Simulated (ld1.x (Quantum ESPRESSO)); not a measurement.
## Before and after: TM potential for Hf

ld1.x (Quantum ESPRESSO) 7.5 input, shortened:

```
&input
   title='Hf', zed=72., rel=1, dft='PBESOL', iswitch=3,
   config='[Xe] 4f14 5d1 6s0 6p0'
 /
 &inputp
   pseudotype=2, tm=.true., lloc=-1, rcloc=1.45,
   nlcc=.true., rcore=0.85
 /
3
5S  1  0   2.00   0.00  1.15  1.15  0.0
5P  2  1   6.00   0.00  1.80  1.80  0.0
5D  3  2   1.00   0.00  2.65  2.65  0.0
 &test
   configts(1)='5s2 5p6 5d1 6s0 6p0'
 /
```

Change: local potential all-electron potential smoothed inside 2.00 bohr (lloc = -1).

Cutoffs: the cutoffs (Ry, on a coarse ladder) from which the occupation-weighted sum of valence levels, in a spherical-Bessel basis at the reference potential, stays within 10 and 1 mRy of its value at 400 Ry; they do not see the model core or the augmentation charge, which bear on the density cutoff. Errors are all-electron minus pseudo energies relative to the spin-unpolarised reference configuration.

Q: What does the change do?

A: The potential gets neither clearly harder nor softer (90 Ry and 180 Ry → 100 Ry and 180 Ry); a bound ghost appears in s, which as a rule spoils a file; the number of tests that count goes from 7 to 3; of the 3 tests that both files solve, the error grows in 1 and shrinks in 0 by more than 15 % and 0.3 meV (median size 50.5 → 47.5 meV). In the separable form a ghost depends on how the local part lies against the semilocal potential of the channel, so the choice of the local part can create or remove one.

```tsv
quantity	base	changed
cutoff, loose	90 Ry	100 Ry
cutoff, tight	180 Ry	180 Ry
bound ghosts	none	s
tests counted (converged, no solver errors)	7 of 7	3 of 7
error for 5s2 5p6 5d2 6s0 6p0, meV [ΔE -21.77 eV]	-24	-23
error for 5s2 5p6 5d0 6s0 6p0, meV [ΔE 32.82 eV]	-51	-47
error for 5s2 5p6 5d2 6s0 6p2, meV [ΔE -36.03 eV]	+50	+252
s: phases at 2.91 bohr within 0.05 rad from the reference energy up to (Ry; the scan ends near 5)	n/a	n/a
p: phases at 2.91 bohr within 0.05 rad from the reference energy up to (Ry; the scan ends near 5)	-1.6	-2.0
d: phases at 2.91 bohr within 0.05 rad from the reference energy up to (Ry; the scan ends near 5)	to the end of the scan	to the end of the scan
```

Changed file: Tests not counted: 5s2 5p6 5d2 6s2 6p0 (solver errors, printed error -1337 eV); 5s2 5p6 5d2 6s1 6p0 (solver errors, printed error -3.2 eV); 5s2 5p6 5d1 6s2 6p0 (solver errors, printed error -32.5 eV); 5s2 5p6 5d2.5 6s1.5 6p0 (solver errors, printed error -6.4 eV). A true bound ghost makes a file unfit for plane-wave use even where its test errors are small: the radial tests pick states by their node count and pass the ghost by. Where a test does run into it, the solver fails or the error is huge.
